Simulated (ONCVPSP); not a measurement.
## Ge, ONCV: configuration errors across variants

Ge (Z = 32), optimised norm-conserving Vanderbilt (ONCV), made with ONCVPSP 4.0.1 (PBEsol, scalar-relativistic). Core [Ar], reference 3d10 4s2 4p2. Waves: 4s: rc 1.95 bohr, ncon 4, nbas 8, qcut 4.3 1/bohr, 2 projectors, debl 1.5 Ha; 4p: rc 2.20 bohr, ncon 3, nbas 7, qcut 3.1 1/bohr, 2 projectors, debl 3.7 Ha; 3d: rc 0.65 bohr, ncon 4, nbas 8, qcut 15.5 1/bohr, 1 projector. Local part: polynomial inside 0.50 bohr (lpopt 5, dvloc0 0 Ha). Core correction: Teter function, fcfact 5.75, rcfact 1.05.

All-electron excitation energies from the reference (eV): (1) 3d10 4s2 4p1 7.453; (2) 3d10 4s2 4p0 22.902; (3) 3d10 4s1 4p0 57.691; (4) 3d10 4s1 4p2 16.183.

1 further variants failed, have other tests or too few solved ones, and are left out.

A true bound ghost makes a file unfit for plane-wave use even where its test errors are small: the radial tests pick states by their node count and pass the ghost by.

Errors AE − PS in meV (a dash: test not solved or not reliable):

```csv
change,(1),(2),(3),(4),bound ghosts,GHOST(+) flags above zero
base,-2.2,-19,-53,+1.7,"s, p",s
s: rc 1.6,-2.2,-19,-50,+3.7,"s, p",s
s: rc 1.82,-2.2,-19,-51,+3.0,"s, p",s
s: rc 2.02,-2.2,-19,-55,+0.6,"s, p",s
s: rc 2.14,-2.2,-18,-59,-1.8,"s, p",none
s: rc 2.66,-1.6,-12,-93,-20,"s, p",s
s: rc 2.84,-1.2,-7.5,-110,-30,"s, p",s
```

(1) Give the same row for: s: rc 2.36.

Answers

(1) -2.1, -17, -70, -8.0; bound ghosts: s, p; GHOST(+) flags above zero: s.
